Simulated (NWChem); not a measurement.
System: GeNH₃, singlet; SMILES [GeH][NH2]

NWChem input:

```
start job
memory heap 200 mb stack 900 mb global 1100 mb
geometry units angstroms noautoz
  Ge    -0.024102     0.413023     0.000000
  H      1.575431     0.496873     0.000000
  N     -0.015558    -1.401232     0.000000
  H      0.805191    -1.997770     0.000000
  H     -0.876757    -1.937998     0.000000
end
basis spherical
  * library def2-svpd
end
dft
  xc b3lyp
  iterations 150
end
tddft
  cis
  nroots 6
  notriplet
end
task tddft energy
```

Low-valent species are run as closed-shell singlets; no triplet was tried in these runs. Structure relaxed at the PBE0/def2-SVP level.

Vertical excitations in the gas phase.

Q: Give the results of this calculation. (B3LYP/def2-SVPD, TDA.) Quantities: lowest excitation, singlet (eV); oscillator strength of that lowest state; lowest state with f > 0.02, singlet (eV); oscillator strength of that bright state; orbital gap (eV).

A: The lowest excitation, singlet (eV) comes out as 3.72 and the oscillator strength of that lowest state comes out as 0.030. The lowest state with f > 0.02, singlet (eV) comes out as 3.72 and the oscillator strength of that bright state comes out as 0.030. The orbital gap (eV) comes out as 4.51.
